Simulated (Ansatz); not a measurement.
A geometry relaxed with Ansatz (an electronic-structure program) with B3LYP-D3(BJ)/def2-TZVP, charge 0, multiplicity 1:

```xyz
4

Br    -1.6402    -0.9689    -0.0905
Br    -0.0177     1.9070    -0.0016
B      0.0000     0.0000     0.0001
Br     1.6579    -0.9381     0.0919
```

Write the SMILES of this molecule.

`BrB(Br)Br`
